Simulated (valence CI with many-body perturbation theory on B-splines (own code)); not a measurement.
## Pd²²⁺ in brief

Calculated by configuration interaction combined with many-body perturbation theory (CI+MBPT): six valence electrons over a frozen Dirac-Fock core [Ar], a basis of 7 s, 7 p, 8 d, 6 f, 4 g, 1 h functions for each j, with the one-electron correlation potential Σ1 (screened to all orders), the two-electron term Σ2, the three-electron term Σ3, Breit, model QED; selected single and double excitations, second order for the rest, scaled by the run's own slope (own B-spline code, finite nucleus).

No measured levels were compared; by estimate terms of the open shell hold to 2 to 4 % of their energy, and close levels can change places. Core correlation moves these levels by up to 10000 cm⁻¹, and in measured spectra 5 to 20 % of such shifts remained as error; rates that hang on mixing are uncertain with them. Among the levels kept, up to 910 cm⁻¹ of a level comes from second order outside the variational space, and about a tenth of that is noise between levels of different J, which matters for small intervals. Only levels of the ground parity were solved; by the run's estimate the other parity begins above the list, which can be wrong where configurations are misplaced.

Names give the largest LS component (configuration and term), which can be under half, so a name can repeat, a term be missing and a line seem to break the LS rules; names also repeat where a configuration has a term twice.

Rates and lifetimes use the calculated energies. Strong lines usually hold to 10 to 20 %, long lifetimes can be off by a factor of two.

Q: What is the ground level?

A: 3d⁶ ⁵D_4, composition 83 % 3d⁶ ⁵D + 14 % 3d⁶ ³F, g = 1.450.

Q: Name the longest-lived excited levels whose lifetime is computed, and their main decay.

A: 3d⁶ ³H_6 at 90807 cm⁻¹ lives 44200 s, mostly by E2 to 3d⁶ ⁵D_4; 3d⁶ ⁵D_2 at 27101 cm⁻¹ lives 733 s, mostly by E2 to 3d⁶ ⁵D_4; 3d⁶ ⁵D_0 at 44693 cm⁻¹ lives 2.48 s, mostly by M1 to 3d⁶ ⁵D_1.

Q: How well does LS coupling describe the low levels?

A: Among the lowest 20 levels the leading LS term, summed over configurations, holds 64 % on average. For single configurations the figures are 64 % in LS and 68 % in jj coupling. Terms mix most in the J = 4 level at 74079 cm⁻¹, where the leading one holds 26 %.

Q: What is the ionisation energy?

A: 1065.1 eV; NIST lists 1065 ± 4 eV (theoretical).

Q: How is the term ⁵D of the ground level split?

A: J = 4 at 0, J = 2 at 27101, J = 3 at 28978, J = 1 at 43238, J = 0 at 44693 cm⁻¹.
